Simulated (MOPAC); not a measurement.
MOPAC input (AM1):

```
AM1 1SCF UHF MS=0.5 GEO-OK AUX(PRECISION=9) THREADS=1
C2H2BCl2

C    -2.62998100 1   -0.57464300 1    0.47652400 1
C    -1.38749800 1   -0.30316400 1    0.25139900 1
B     0.03758200 1    0.00821200 1   -0.00681000 1
Cl    0.49786700 1    1.57918400 1   -0.66021700 1
Cl    1.28367100 1   -1.18992300 1    0.33742200 1
H    -3.10178600 1   -0.36312100 1    1.43526100 1
H    -3.26740700 1   -1.02852900 1   -0.28123300 1
```

From the output:

```
                                                       MOPAC v23.2.5 Linux

          FINAL HEAT OF FORMATION =         -4.42770 KCAL/MOL =     -18.52549 KJ/MOL

          COSMO AREA              =        130.84 SQUARE ANGSTROMS
          COSMO VOLUME            =        116.28 CUBIC ANGSTROMS

          IONIZATION POTENTIAL    =          9.967426 EV
          ALPHA SOMO LUMO (EV)    =         -9.967 -0.288
          BETA  SOMO LUMO (EV)    =        -11.183 -1.070
          NO. OF ALPHA ELECTRONS  =         14
          NO. OF BETA  ELECTRONS  =         13
          MOLECULAR WEIGHT        =        107.7538         POINT GROUP:  C2v

          MOLECULAR DIMENSIONS (Angstroms)

            Atom       Atom       Distance
            H     7   Cl     5     4.59577
           Cl     4    H     6     3.28466
           Cl     4    H     7     1.58026

          SCF CALCULATIONS        =          1

   ATOM   CHEMICAL          X               Y               Z
  NUMBER   SYMBOL      (ANGSTROMS)     (ANGSTROMS)     (ANGSTROMS)

     1       C         -2.62998100  *  -0.57464300  *   0.47652400  *
     2       C         -1.38749800  *  -0.30316400  *   0.25139900  *
     3       B          0.03758200  *   0.00821200  *  -0.00681000  *
     4      Cl          0.49786700  *   1.57918400  *  -0.66021700  *
     5      Cl          1.28367100  *  -1.18992300  *   0.33742200  *
     6       H         -3.10178600  *  -0.36312100  *   1.43526100  *
     7       H         -3.26740700  *  -1.02852900  *  -0.28123300  *

                             CARTESIAN COORDINATES

   1    C       -2.629981000    -0.574643000     0.476524000
   2    C       -1.387498000    -0.303164000     0.251399000
   3    B        0.037582000     0.008212000    -0.006810000
   4   Cl        0.497867000     1.579184000    -0.660217000
   5   Cl        1.283671000    -1.189923000     0.337422000
   6    H       -3.101786000    -0.363121000     1.435261000
   7    H       -3.267407000    -1.028529000    -0.281233000

           Empirical Formula: C2 H2 B Cl2  =     7 atoms

      MOLECULAR POINT GROUP   :   C2v

          ALPHA EIGENVALUES
 -37.51196 -37.19900 -33.79607 -25.09118 -19.36881 -15.71017 -15.62194 -15.37883
 -13.51832 -12.32418 -12.18121 -12.01706 -11.32095  -9.96743  -0.28820   0.69920
   1.11085   3.43964   3.72099   4.37777   4.37867   5.43564

           BETA EIGENVALUES
 -37.46204 -37.16075 -33.15891 -24.66190 -18.89371 -15.52392 -15.19753 -15.07682
 -13.36834 -12.18978 -12.04371 -11.99948 -11.18327  -1.06963  -0.05303   0.79703
   1.96917   3.58209   3.88896   4.61871   4.81296   5.76113

              NET ATOMIC CHARGES AND DIPOLE CONTRIBUTIONS

  ATOM NO.   TYPE          CHARGE      No. of ELECS.   s-Pop       p-Pop
    1          C          -0.153204        4.1532     1.22249     2.93071
    2          C          -0.260441        4.2604     1.31365     2.94679
    3          B           0.334394        2.6656     1.13182     1.53378
    4         Cl          -0.106954        7.1070     1.98207     5.12489
    5         Cl          -0.106955        7.1070     1.98207     5.12489
    6          H           0.146578        0.8534     0.85342
    7          H           0.146581        0.8534     0.85342
 DIPOLE           X         Y         Z       TOTAL
 POINT-CHG.    -1.668    -0.364     0.302     1.734
 HYBRID        -0.310    -0.068     0.056     0.322
 SUM           -1.978    -0.432     0.358     2.056

          ATOMIC ORBITAL ELECTRON POPULATIONS

     Atom    s        px        py        pz
    1  C   1.22249   0.92617   0.99177   1.01277
    2  C   1.31365   0.97897   0.99711   0.97071
    3  B   1.13182   0.63771   0.57384   0.32223
    4 Cl   1.98207   1.92924   1.37884   1.81682
    5 Cl   1.98207   1.61444   1.62122   1.88923
    6  H   0.85342
    7  H   0.85342

                    (SZ)    =    0.500000
                    (S**2)  =    0.837486

          ATOMIC ORBITAL SPIN POPULATIONS

    Atom   Total    s     px     py     pz
         Atomic
    1  C -0.4061 -0.029 -0.073 -0.234 -0.070
    2  C  1.1847  0.068  0.066  0.325  0.725
    3  B  0.0165 -0.011 -0.028  0.005  0.051
    4 Cl  0.0164  0.000 -0.002  0.001  0.017
    5 Cl  0.0164  0.000 -0.004  0.003  0.017
    6  H  0.0861  0.086
    7  H  0.0861  0.086

 **********************
 *                    *
 * JOB ENDED NORMALLY *
 *                    *
 **********************

 == MOPAC DONE ==
```

The geometry given is a B3LYP-D3(BJ)/def2-TZVP minimum.
